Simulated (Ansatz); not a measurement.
Cost and result up the ladder for B9 (9 atoms). Total charge 0; doublet. Geometry: PBE-D4/def2-SVP.

```xyz
9

B     0.429    0.626   -1.013
B    -0.376   -1.438    0.182
B     0.648   -0.339    1.637
B    -1.099   -0.389   -0.827
B     1.160   -0.453   -0.091
B     0.946   -1.722    0.997
B    -1.121    1.018   -1.560
B     0.180    1.003    0.885
B    -0.767    1.695   -0.209
```

Ansatz on 4 threads of Arm Neoverse V2 on a shared host. Times are rough, and most runs start from the orbitals of an earlier one. PBE0-D4/def2-TZVP serves as the yardstick here, not as an exact answer. Binding counts from free atoms at the same level (B doublet; other spins of the atoms weren't run), without zero-point energy or a counterpoise term.

Another isomer (doublet) lies 0.63 eV lower at PBE0-D4/def2-TZVP; other spin states weren't run for this one.

Run but left out: PBE-QIDH/def2-TZVP, CCSD(T)/def2-SVP (⟨S²⟩ 1.17 to 1.74, where a pure state has 0.75).

```csv
level,functions,wall time,binding energy per atom (eV),difference from PBE0-D4/def2-TZVP (eV),remarks
PBE-D4/def2-TZVP (with forces),279,7.5 s,4.79,0.15,–
PBE0-D4/def2-TZVP,279,25 s,4.64,0.00,–
r2SCANh-D4/def2-TZVP,279,50 s,4.59,-0.05,spin-contaminated (⟨S²⟩ 0.94)
r2SCAN-D4/def2-TZVP,279,77 s,4.65,0.01,spin-contaminated (⟨S²⟩ 0.88)
```
